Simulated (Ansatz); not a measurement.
A run for Ansatz (a program for electronic structure): R-PBE/def2-TZVPPD on GeH4 (SMILES [GeH4]) with ghost functions. Files ending in .json are basis or fitting sets from the Basis Set Exchange.

Ansatz 0.2 input:
```yaml
crystal:
  periodic: [false, false, false]
  atoms:
    - {symbol: Ge, position_ang: [-0.00979652, 0.18848539, 3.50021549]}
    - {symbol: H, position_ang: [-0.13759747, 0.33894849, 5.02658266]}
    - {symbol: H, position_ang: [-1.01675587, -0.86828753, 3.02072129]}
    - {symbol: H, position_ang: [1.41466098, -0.26275115, 3.15253350]}
    - {symbol: H, position_ang: [-0.31478906, 1.53383120, 2.82948804]}
basis:
  gaussian:
    orbitals: def2-TZVPPD.json
    ghost_atoms:
      - {symbol: S, position_ang: [0.15622602, -0.37545103, -0.31384901]}
      - {symbol: H, position_ang: [0.27778211, -1.63364362, 0.13843912]}
      - {symbol: H, position_ang: [-1.17203866, -0.37163864, -0.11926021]}
hamiltonian:
  xc: {name: PBE}
scf: {lower_state_search: off}
```

It printed:

```
WARN ansatz: RAYON_NUM_THREADS=2 ignored (pool sized by the plan → 2); use --threads N
Functional definition: PBE
these checks for a lower state are left out or cut short: stability, starts, cluster_reference, orbital_swaps, neighbouring_geometries, increment
integrals: 0.12 GiB planned
1028 factors; their error is unknown
mean field: 0.81 GiB planned
mean field evaluation 1: about -56573.2136 eV, gradient 2.5e1 eV
mean field evaluation 2: about -56573.5965 eV, gradient 2.8e1 eV
mean field evaluation 4: about -56574.0773 eV, gradient 5.9e-1 eV
mean field evaluation 8: about -56574.0707 eV, gradient 2.1e-3 eV
mean field -56574.07073402 eV, -2079.0587521929 hartree, gradient 6.8e-6 eV, S^2 0.000000; 0 other end points of the search recorded, 0 dependent functions left out
reference -56574.07077514 eV, -2079.0587537039 hartree; 18, 18 occupied and 189, 189 virtual orbitals, 1028 factors
Total energy: -56574.07077514 eV, -2079.0587537039 hartree
Checks for a lower state left out: stability, starts, cluster_reference, orbital_swaps, neighbouring_geometries, increment
```

The calculation finished and met its thresholds.

Cost: about 2.4 core-seconds (a rough figure).
